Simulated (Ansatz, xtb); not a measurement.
## Relative energy of two isomers of C2H10ClPSi2

Structure X is `CC[Si@]([SiH3])(P)Cl`, a singlet and structure Y is `CC[Si@H](P)[SiH2]Cl`, a singlet. Both are isolated molecules in the gas phase, relaxed with B3LYP/def2-SVP, each in the lowest conformer that the search found.

Question: Which of the two would you expect CCSD(T)/def2-SVP + ΔMP2/def2-TZVPP electronic energies to favour?

Answer: Structure X; the calculation gives E(Y) − E(X) = +10.2 kJ/mol.

Level by level:

```csv
level,geometry,E(Y) − E(X) (kJ/mol),departure from the last row (kJ/mol),"job, with rough time for the two"
GFN2-xTB,GFN2-xTB,−4.7,−14.9,"optimisation, 0.68 s"
HF/STO-3G,GFN2-xTB,+8.4,−1.9,"single point, 0.48 s"
r2SCAN-D4/def2-SVP,GFN2-xTB,+13.5,+3.2,"single point, 5 s"
B3LYP/def2-SVP,B3LYP/def2-SVP,+7.6,−2.6,"optimisation, 79 s"
HF/def2-SVP,B3LYP/def2-SVP,+4.7,−5.5,part of the CCSD(T) run
MP2/def2-SVP,B3LYP/def2-SVP,+8.6,−1.6,part of the CCSD(T) run
CCSD(T)/def2-SVP,B3LYP/def2-SVP,+8.0,−2.2,single point
CCSD(T)/def2-SVP + ΔMP2/def2-TZVPP,B3LYP/def2-SVP,+10.2,,"single point, 67 s"
```

As drawn, both hold the same kinds of bond in the same numbers.

GFN2-xTB puts the two in the other order. The largest departure from CCSD(T)/def2-SVP + ΔMP2/def2-TZVPP is that of GFN2-xTB, 14.9 kJ/mol. The last row adds to CCSD(T) the change of the MP2 difference between the two basis sets, here +2.2 kJ/mol.

With thermal terms from frequencies at re-optimised GFN2-xTB minima (ideal gas, soft modes damped towards free rotors, one conformer each, 298.15 K, 1 atm): the zero-point term adds +0.6 kJ/mol; ΔH is +9.7 and ΔG +11.2 kJ/mol.

The correlated steps freeze 22 core orbitals. Codes used: Ansatz 0.2.0, xtb 6.7.1; the last row on 4 threads of Arm Neoverse V1 on a shared host.
